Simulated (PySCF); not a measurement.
Species: C4H7FS2.
Cartesian coordinates in Å at the PBE0-D3(BJ)/def2-SVP level; atoms count from 1:
```
atom  x, y, z in Å
F1     2.789    0.934    0.673
C2     1.983    0.168   -0.122
C3     0.840   -0.406    0.692
S4    -0.286    0.862    1.337
C5    -1.379    0.794   -0.107
C6    -1.670   -0.667   -0.382
S7    -0.097   -1.586   -0.358
H8     2.582   -0.655   -0.553
H9     1.591    0.783   -0.949
H10    1.242   -0.941    1.565
H11   -2.293    1.353    0.147
H12   -0.906    1.279   -0.976
H13   -2.342   -1.080    0.384
H14   -2.123   -0.814   -1.374
```

The calculation used PySCF 2.14.0, density-fitted response routines, TDDFT CAM-B3LYP/def2-SVPD, vertical, gas phase, core orbitals frozen in the response.

Ground-to-excited transition dipoles (e·a0, same axes as the geometry; the sign carries no meaning), for the states with f of 0.002 or more among the lowest 6:

| state | E (eV) | μx | μy | μz |
| --- | --- | --- | --- | --- |
| S2 | 5.274 | -0.064 | -0.150 | -0.081 |
| S3 | 6.443 | 0.289 | 0.324 | -0.405 |
| S4 | 6.462 | 0.182 | -0.015 | -0.050 |
| S5 | 6.598 | 0.111 | 0.101 | 0.037 |
| S6 | 6.715 | 0.030 | 0.192 | -0.085 |

(1) Work out the oscillator strengths.

(2) Which bond between heavy atoms lies closest to the direction of the S3 transition dipole?

(3) What peak molar absorption coefficient would the strongest computed level give as a lone Gaussian band 0.4 eV wide at half height?

Results:

(1) f = (2/3) ΔE |μ|² with ΔE in hartree (27.2114 eV).

```tsv
state	|μ|² (au)	|μ| (D)	f
S2	0.033	0.46	0.004
S3	0.352	1.51	0.056
S4	0.036	0.48	0.006
S5	0.024	0.39	0.004
S6	0.045	0.54	0.007
```

(2) C2–C3, at 20° from it; next C5–C6 at 60°.

(3) ε(max) = 2.175×10⁸ f / FWHM, with the width in cm⁻¹. S3: 2.175×10⁸ × 0.0556 / 3226 ≈ 3700 L mol⁻¹ cm⁻¹.

One conformer stands for the species.
